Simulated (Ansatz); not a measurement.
Cs3F3⁻. The state is a doublet with charge -1. Geometry r2SCAN-D4/def2-SVPD.

```xyz
6

Cs    2.1961   -0.5850   -1.7980
Cs    0.5109    0.4740    2.6596
Cs   -2.7284    0.0919   -0.9727
F    -0.4420   -0.4064   -2.3038
F     2.3962   -0.0890    0.8456
F    -1.9327    0.5145    1.5694
```

In the def2 sets Cs takes a core potential; there is no spin–orbit coupling. At PBE-D4/def2-TZVPD, PBE0-D4/def2-TZVPD the highest occupied level of the relaxed charge -1 doublet lies above zero (up to 0.72 eV). Energy differences put its binding near zero (-0.02 eV; each at its own geometry, against the charge 0 singlet, at PBE-D4/def2-TZVPD), which leaves it undecided. At PBE-D4/def2-TZVPD an occupied level lies above an empty one. At PBE-D4/def2-TZVPD the gap within one spin of the relaxed charge -1 doublet nearly closes, so an electron or hole may be smeared out by delocalisation error. The structure comes from a short search, and lower isomers may exist.

Question: Estimate the α-spin orbital energies around the gap (eV) in Ansatz with PBE-D4/def2-TZVPD, PBE0-D4/def2-TZVPD.

Answer: 
```csv
orbital,PBE-D4/def2-TZVPD,PBE0-D4/def2-TZVPD
HOMO−5,-3.02,-4.87
HOMO−4,-2.99,-4.79
HOMO−3,-2.98,-4.70
HOMO−2,-2.93,-4.66
HOMO−1,-2.83,-4.57
HOMO,0.72,0.71
LUMO,0.65,0.97
LUMO+1,0.76,1.26
LUMO+2,1.44,1.71
LUMO+3,1.54,1.83
LUMO+4,1.55,1.93
LUMO+5,1.56,1.93
β HOMO,-2.83,-4.57
β LUMO,1.19,1.36
```
